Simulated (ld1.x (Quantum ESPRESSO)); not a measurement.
promethium (Pm), TM: configuration errors across variants

```
Element                 : promethium
Generator               : ld1.x (Quantum ESPRESSO) 7.5
Type                    : norm-conserving Troullier–Martins (Kleinman–Bylander form)
Functional              : PBE
Relativity              : scalar-relativistic
Frozen core             : [Kr] 4d10 5s2
Valence charge          : 13
Reference configuration : 4f5 5p6 5d0.5 6s1.5 6p0
Partial waves           : 6s (bound): rc 3.65 bohr; 5p (bound): rc 2.10 bohr; 5d (bound): rc 2.45 bohr; 4f (bound): rc 1.40 bohr
Local potential         : the f channel
Core correction         : a·sin(br)/r model core inside 0.70 bohr
```

All-electron excitation energies from the reference (eV): (1) 4f5 5p6 5d0 6s2 6p0 -0.901; (2) 4f5 5p6 5d0 6s1 6p0 4.972; (3) 4f5 5p6 5d0 6s0 6p0 15.912; (4) 4f5 5p6 5d1 6s1 6p0 0.954; (5) 4f3 5p6 5d0 6s0 6p0 80.210.

Tests that are not counted but printed errors over 1 eV. “base”: 4f5 5p6 5d0 6s0 6p1 (solver errors, printed error -1.9 eV); 4f5 5p6 5d0 6s1 6p1 (solver errors, printed error -1.7 eV). “wave 5d (bound): rc 2.45 bohr becomes 5d (bound): rc 3.52 bohr”: 4f5 5p6 5d0 6s0 6p1 (solver errors, printed error -1.9 eV); 4f5 5p6 5d0 6s1 6p1 (solver errors, printed error -1.7 eV). “wave 6s (bound): rc 3.65 bohr becomes 6s (bound): rc 5.36 bohr”: 4f5 5p6 5d0 6s0 6p1 (solver errors, printed error -2.0 eV); 4f5 5p6 5d0 6s1 6p1 (solver errors, printed error -1.7 eV). “core correction a·sin(br)/r model core inside 0.94 bohr”: 4f5 5p6 5d0 6s0 6p1 (solver errors, printed error -1.9 eV); 4f5 5p6 5d0 6s1 6p1 (solver errors, printed error -1.7 eV).

2 further variants failed, have other tests or too few solved ones, and are left out.

A true bound ghost makes a file unfit for plane-wave use even where its test errors are small: the radial tests pick states by their node count and pass the ghost by. Where a test does run into it, the solver fails or the error is huge.

Errors AE − PS in meV (a dash: test not solved or not reliable):

```csv
change,(1),(2),(3),(4),(5),bound ghosts
base,-1.7,+6.3,-10,-3.1,-510,"s, p, d"
wave 5d (bound): rc 2.45 bohr becomes 5d (bound): rc 3.52 bohr,-0.8,+6.9,-9.7,-2.4,-469,"s, p, d"
wave 6s (bound): rc 3.65 bohr becomes 6s (bound): rc 5.36 bohr,+6.7,+19,-122,+2.8,-1277,"s, p, d"
local potential the s channel,-3.4,-1.0,–,-4.1,-3615,none
core correction a·sin(br)/r model core inside 0.94 bohr,-1.7,+6.3,-10,-3.1,-456,"s, p, d"
```

Q: Give the same row for: all radii but the core radius scaled by about 0.80 (s 2.92, p 1.68, d 1.96, f 1.12 bohr).

A: +3.3, +64, -9.8, -1.5, –; bound ghosts: s, p, d. Not counted: 4f3 5p6 5d0 6s0 6p0 (solver errors, printed error -723 eV).
